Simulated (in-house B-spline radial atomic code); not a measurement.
A run on neutral dysprosium (an excited or competing configuration) that did not converge. Method: scalar-relativistic (X2C) wB97X, spin-polarised, spherical fractional occupations, Fermi nucleus of rms radius 5.2218 fm; computed with an all-electron radial atomic-structure program (B-spline basis).

Command:
```bash
python run_scf.py task.json out
```
Settings (nuclear radius in fm, mass in u):
```
Z                66
configuration    [Xe] 4f9 6s2 7f1
hamiltonian      x2c
method           wb97x
spin_polarised   True
nucleus          fermi
rms_radius       5.2218
atomic_mass      163.92918
speed_of_light   137.035999084
```

First and last ten iterations of the last attempt (damped for 15 steps, keeping 80 % of the old Fock matrix, then DIIS):
```
 iter        energy (Eh)    residual
    1      -12111.156022    7.41e-01
    2      -12121.691461    1.17e+00
    3      -12139.060389    7.71e-01
    4      -12148.322178    4.77e-01
    5      -12152.877297    3.15e-01
    6      -12155.047406    2.06e-01
    7      -12156.050244    1.42e-01
    8      -12156.468518    9.92e-02
    9      -12156.665238    6.91e-02
   10      -12156.752808    5.00e-02
  111      -12156.864330    3.12e-04
  112      -12156.864234    6.36e-04
  113      -12156.863998    5.37e-04
  114      -12156.864132    5.04e-04
  115      -12156.864056    4.08e-04
  116      -12156.864218    7.80e-04
  117      -12156.864456    1.51e-03
  118      -12156.864521    8.30e-04
  119      -12156.864548    8.04e-04
  120      -12156.864515    5.46e-04
 not converged after 120 iterations
```

The smallest residual met was 2.5e-04; the threshold is about 7e-07. No energy from this run should be used. Cost of the run: 33 s on 1 thread of Arm Neoverse V2 (shared host).
